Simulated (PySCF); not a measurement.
Compound: C₅H₁₃Si₂ (doublet state).
Atom-mapped SMILES: `[CH2:1]=[CH:2][CH2:3][C@@H:4]([SiH3:5])[CH2:6][SiH2:7]` (hydrogens: H8, H9 on C1; H10 on C2; H11, H12 on C3; H13 on C4; H14, H15, H16 on Si5; H17, H18 on C6; H19, H20 on Si7)

Geometry (GFN2-xTB, Å), atoms numbered from 1 in this order:
```xyz
20
C5H13Si2 angstrom
C     -3.089   -0.992    0.102
C     -2.041   -0.265    0.446
C     -0.627   -0.731    0.373
C      0.203    0.065   -0.643
Si     0.231    1.938   -0.264
C      1.625   -0.502   -0.690
Si     2.637   -0.206    0.892
H     -2.983   -2.005   -0.251
H     -4.095   -0.612    0.161
H     -2.175    0.750    0.799
H     -0.153   -0.621    1.358
H     -0.606   -1.793    0.109
H     -0.258   -0.087   -1.628
H     -0.971    2.575   -0.812
H      1.403    2.538   -0.907
H      0.304    2.153    1.183
H      2.157   -0.051   -1.532
H      1.578   -1.576   -0.897
H      3.229   -1.428    1.432
H      3.625    0.861    0.766
```

The hyperfine couplings belong to this conformer and change with its torsions.

Level of theory: UKS B3LYP, pcH-1 on C H Si, non-relativistic, mean-field spin-orbit, GIAO (PySCF 2.14.0). The structure is a single GFN2-xTB conformer in the gas phase; no vibrational or solvent corrections. GFN2-xTB frequencies show an imaginary mode (62i cm⁻¹), so this geometry is no minimum at that level. A GFN2-xTB geometry isn't a minimum of the functional, and hyperfine couplings can be far from their values at a DFT geometry, by a factor of two or more for some ions and for spin on atoms past the first row. The SCF solution wasn't tested for stability.

Q: The isotropic 13C couplings are +17.2, +8.3, +5.7, +1.1, -1.0 MHz. Assign them to C1; C2; C3; C4; C6.

A: 
| site | a_iso (MHz) | ρ(0) (bohr⁻³) | position | distance from Si7 (Å) | spin population | largest \|T\| (MHz) |
| --- | --- | --- | --- | --- | --- | --- |
| C1 | +1.1 | +0.0010 | 5 bonds from Si7 | 5.83 | +0.01 | 1.4 |
| C2 | -1.0 | -0.0009 | 4 bonds from Si7 | 4.70 | -0.01 | 0.9 |
| C3 | +5.7 | +0.0050 | 3 bonds from Si7 | 3.35 | +0.01 | 3.0 |
| C4 | +17.2 | +0.0153 | 2 bonds from Si7 | 2.89 | +0.01 | 1.9 |
| C6 | +8.3 | +0.0073 | 1 bond from Si7 | 1.90 | -0.01 | 7.4 |

Q: The isotropic 29Si couplings are -408.8, -2.6 MHz. Assign them to Si5; Si7.

A: 
| site | a_iso (MHz) | ρ(0) (bohr⁻³) | position | distance from Si7 (Å) | spin population | largest \|T\| (MHz) |
| --- | --- | --- | --- | --- | --- | --- |
| Si5 | -2.6 | +0.0029 | 3 bonds from Si7 | 3.42 | 0.00 | 1.2 |
| Si7 | -408.8 | +0.4612 | largest spin population | 0.00 | +0.98 | 177.8 |

ρ(0) is the spin density at the nucleus and T the dipolar tensor; a_iso includes a spin–orbit part; entries for several nuclei are means. The largest Mulliken spin population is on Si7 (+0.98). The angles at Si7 add up to 338.5°, so it is pyramidal.

Means are taken over nuclei equivalent by connectivity, which assumes that they swap fast. The three 1H nuclei of mean +5.7 MHz run from -0.2 to 13.2 MHz in the frozen geometry. The 1H value of +22.7 MHz is a mean of couplings from 18.1 to 27.3 MHz in this one geometry, not an average over conformers.
